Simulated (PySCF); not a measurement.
Ligand exchange on a metal centre used in film growth or etching (Mo Cl-F). Isolated molecules, 0 K electronic values unless said otherwise.

Quantity: redistribution energy (mixed species minus the weighted end members), in eV.

Level 1: PBE-D3(BJ)/def2-TZVP // TPSS-D3(BJ)/def2-SVP (PySCF)
Level 2: B3LYP/6-311+G** (LANL2DZ on Mo) // TPSS-D3(BJ)/def2-SVP (PySCF)
Level 3: M06-2X/6-31G* (LANL2DZ on Mo) // TPSS-D3(BJ)/def2-SVP (PySCF)
Level 4: PBE/6-31G* (LANL2DZ on Mo) // TPSS-D3(BJ)/def2-SVP (PySCF)

| species | level 1 | level 2 | level 3 | level 4 |
|---|---|---|---|---|
| 5 of 6 Cl replaced by F: [Mo(Cl)(F)5] | 0.065 | ? | 0.172 | 0.113 |
| 2 of 6 Cl replaced by F: [Mo(Cl)4(F)2] | 0.107 | -0.013 | 0.272 | ? |
| 1 of 6 Cl replaced by F: [Mo(Cl)5(F)] | ? | 0.003 | 0.146 | 0.101 |
| 4 of 6 Cl replaced by F: [Mo(Cl)2(F)4] | ? | ? | 0.290 | 0.191 |
| 3 of 6 Cl replaced by F: [Mo(Cl)3(F)3] | 0.097 | 0.006 | 0.237 | 0.168 |

Q: Some entries are withheld; supply them.

A: 
- 5 of 6 Cl replaced by F: [Mo(Cl)(F)5], level 2: -0.029
- 2 of 6 Cl replaced by F: [Mo(Cl)4(F)2], level 4: 0.184
- 1 of 6 Cl replaced by F: [Mo(Cl)5(F)], level 1: 0.061
- 4 of 6 Cl replaced by F: [Mo(Cl)2(F)4], level 1: 0.109
- 4 of 6 Cl replaced by F: [Mo(Cl)2(F)4], level 2: -0.051
